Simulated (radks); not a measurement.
Correlation energies from several functionals, in hartree. Species: Ca+ [Ar] 4s1; Ne3+ [He] 2s2 2p3; Co4+ [Ar] 3d5; Re2+ [Xe] 4f14 5d5. Method: non-relativistic Kohn-Sham, LDA (Slater exchange, Perdew-Wang correlation), spin-polarised, spherical densities, point nucleus; computed with a radial shooting solver on a logarithmic mesh with Libxc functionals. Every spin shell is full or empty, so the densities are truly spherical. Functionals are evaluated on that one density, not self-consistently.

functional       Ca+      Ne3+     Co4+     Re2+
PW92         -1.5360  -0.50977  -2.0644  -7.5881
VWN5         -1.5431  -0.51271  -2.0748  -7.6203
Chachiyo     -1.5096  -0.49307  -2.0251  -7.5001
LYP         -0.80486  -0.22683  -1.0682  -3.9384
AM05         -1.3973  -0.45587  -1.8973  -7.1465
revTPSS     -0.76796  -0.21117  -1.0631  -4.4646
SCAN        -0.74395  -0.20114  -1.0332  -4.4761
r2SCAN      -0.75126  -0.20260  -1.0411  -4.4901
B95         -0.88662  -0.23371  -1.2564  -5.4946
